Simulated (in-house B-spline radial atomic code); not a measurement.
# Ionising neutral cobalt with different functionals

Computed with a B-spline radial code for spherical atoms: non-relativistic Hamiltonian, point nucleus, spin-polarised at highest spin, spherical fractional occupations for the functionals, and exact exchange of hybrids averaged over the configuration. The ionisation energy is the difference of two self-consistent energies, [Ar] 3d7 4s2 → [Ar] 3d8, without Breit or QED terms; ε is the level of the shell that loses the electron (its least bound occupied spin orbital). The two configurations differ by more than the removed electron.

```csv
method,rung,ΔSCF (eV),-ε(4s) (eV)
PBE0,global hybrid,7.32,5.75
B3LYP,global hybrid,7.55,5.74
TPSSh,global hybrid,7.05,5.32
M06-2X,global hybrid,7.74,6.26
BHandHLYP,global hybrid,7.65,6.40
r2SCAN0,global hybrid,7.50,5.92
B97-1,global hybrid,7.26,5.63
HSE06,range-separated hybrid,7.41,5.43
wB97X,range-separated hybrid,7.24,7.93
CAM-B3LYP,range-separated hybrid,7.42,6.96
LC-wPBE,range-separated hybrid,6.62,7.91
```

Q: Among the functionals, which spreads more, the ΔSCF values or the orbital energies?

A: The orbital energies: ΔSCF values span about 1.11 eV and the orbital energies 2.61 eV.

Q: How do they compare with the NIST value?

A: NIST lists 7.881 eV (measured, ground level to ground level). Errors run from -1.26 to -0.14 eV; M06-2X is closest (-0.14 eV), but part of that can be cancellation, since the calculations leave out relativity, Breit-QED terms, multiplet and fine-structure energies.
